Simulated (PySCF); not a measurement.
The dipole of `[SiH3]CC1=CC=CN=C1` from its density and from atomic charges.

Coordinates (PBE0-D3(BJ)/def2-SVP, Å) and charges (e) from the PBE0/pcSseg-1 density (PySCF):

```csv
atom,x,y,z,Mulliken,IAO,Hirshfeld,ESP-fitted
Si1,-2.538,0.463,-0.328,+0.5062,+0.6003,+0.3129,+0.5079
C2,-1.259,-0.841,-0.838,-0.4042,-0.5364,-0.1517,-0.4051
C3,0.041,-0.651,-0.118,-0.3877,-0.0145,+0.0021,-0.2995
C4,1.023,0.233,-0.576,+0.0471,-0.1367,-0.0381,+0.2537
C5,2.195,0.394,0.157,-0.1769,-0.1761,-0.0536,-0.6667
C6,2.348,-0.334,1.336,+0.1387,-0.0186,+0.0095,+0.5558
N7,1.426,-1.178,1.790,-0.4117,-0.2717,-0.1645,-0.7307
C8,0.313,-1.325,1.083,+0.2204,-0.0222,+0.0102,+0.4879
H9,-3.821,0.251,-1.069,-0.0864,-0.1155,-0.0778,-0.1325
H10,-2.014,1.827,-0.643,-0.0796,-0.1143,-0.0775,-0.1229
H11,-2.797,0.369,1.140,-0.0715,-0.1103,-0.0750,-0.1170
H12,-1.683,-1.836,-0.625,+0.1595,+0.1563,+0.0491,+0.1413
H13,-1.120,-0.777,-1.929,+0.1610,+0.1563,+0.0481,+0.1478
H14,0.870,0.789,-1.505,+0.0808,+0.1497,+0.0540,+0.0941
H15,2.981,1.073,-0.181,+0.1027,+0.1569,+0.0549,+0.2287
H16,3.258,-0.231,1.938,+0.1104,+0.1521,+0.0501,+0.0193
H17,-0.428,-2.030,1.481,+0.0910,+0.1446,+0.0470,+0.0379
```

Form Σ q r in debye for every column and set it beside the full dipole.

The full density gives (-0.42, 0.78, -2.18) D, 2.36 D in size; dipole vectors point from the negative to the positive end.

```tsv
scheme	μx	μy	μz	size (D)	share of the full size (%)	angle to the full dipole (°)
Mulliken	-1.85	1.28	-1.39	2.65	112	39
IAO	-1.15	1.27	-1.45	2.25	95	29
Hirshfeld	-0.43	0.46	-1.12	1.29	55	9
ESP-fitted	-0.44	0.76	-2.19	2.36	100	1
```

Which set comes closest?

Length of the difference vector: ESP-fitted 0.03 D, Hirshfeld 1.11 D, IAO 1.14 D, Mulliken 1.71 D. Closest: ESP-fitted. ESP charges are fitted to the potential around the molecule, whose slowest-falling term is the dipole's. 

What is left for the Hirshfeld atoms' own dipoles?

The shares of the density sum to the whole, so what Σ q r misses lies in dipoles about the nuclei. The atomic dipoles sum to (-0.42, 0.78, -2.18) − (-0.43, 0.46, -1.12) = (0.01, 0.32, -1.06) D, 1.11 D in size.

With the origin at the mean of the coordinates, (-0.071, -0.224, 0.066) Å, which are the largest single terms, by size, of the IAO dipole along the direction of the full one?

Si1 +2.97, N7 +2.85, C2 -2.17, H16 -1.70, H13 +1.39 D; all 17 atoms together +1.97 D. The single terms depend on the origin, their sum doesn't.

Give the size of the full dipole in other units.

2.36 D = 0.927 au = 0.491 e·Å = 7.86 × 10⁻³⁰ C·m.

Geometry: PBE0-D3(BJ)/def2-SVP, one conformer, isolated molecule.

Conformer computed: `[SiH3:1][CH2:2][c:3]1[cH:4][cH:5][cH:6][n:7][cH:8]1`: Si1–C2–C3–C4 -85°.
